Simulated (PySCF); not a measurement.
H4Se3Si. Atoms are numbered in the order given.

```xyz
8

Si     0.0341     0.6297    -0.1575
Se    -0.6377    -0.5510    -2.0097
Se    -1.3916     0.5525     1.6365
Se     2.0272    -0.2986     0.4975
H      0.1269     2.0803    -0.4731
H     -1.7169     0.4069    -2.3310
H     -1.4067    -0.9234     1.6499
H      2.5903    -0.2805    -0.8695
```

Geometry: B3LYP-D3(BJ)/def2-SVP. One conformer was computed; it need not be the lowest.

Computed with B3LYP/pcSseg-1 (PySCF).

GIAO shieldings, no solvent; atoms listed in one row are averaged. δ = σ(ref) − σ: ²⁹Si against TMS (σ = 338.7 ppm); ⁷⁷Se against Me2Se (σ = 1647.9 ppm); ¹H against TMS (σ = 31.68 ppm), references at their B3LYP-D3(BJ)/def2-TZVP geometries, non-relativistic.

Computed chemical shifts:
```tsv
nucleus	atoms	count	δ (ppm)
²⁹Si	Si1	1	44.7
⁷⁷Se	Se2	1	-220.1
⁷⁷Se	Se3	1	-234.5
⁷⁷Se	Se4	1	-308.4
¹H	H5	1	6.79
¹H	H6	1	1.76
¹H	H8	1	1.74
¹H	H7	1	1.38
```
